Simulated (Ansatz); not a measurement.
Basis sets compared for In3P3⁺. Total charge 1; doublet. Geometry PBE-D4/def2-SVP. Ansatz on 4 threads of Arm Neoverse V1 on a shared host; times are rough, and most runs start from earlier orbitals.

```xyz
6

In    1.7828   -2.1866   -0.0085
In   -3.4243   -0.3149   -0.2127
In    0.9713    3.2500    0.5830
P     1.8504    0.6539    0.0495
P    -0.1973    0.2534   -0.0470
P    -0.9829   -1.6558   -0.3644
```

In the def2 sets In takes a core potential; there is no spin–orbit coupling. Another isomer (doublet) lies 0.85 eV lower at PBE0-D4/def2-TZVP; other spin states weren't run for this one.

```csv
level,functions,energy (Eh),HOMO (eV),LUMO (eV),wall time
PBE-D4/def2-SVP,132,-1593.6104,-8.26,-7.80,4.2 s
PBE0-D4/def2-SVP,132,-1593.6653,-9.06,-7.22,7.5 s
```

Question: Estimate the rows for PBE-D4/def2-TZVP (with forces), PBE0-D4/def2-TZVP.

Answer: 
```tsv
level	functions	energy (Eh)	HOMO (eV)	LUMO (eV)	wall time
PBE-D4/def2-TZVP (with forces)	261	-1593.9810	-8.24	-7.77	11 s
PBE0-D4/def2-TZVP	261	-1594.0310	-9.05	-7.18	40 s
```
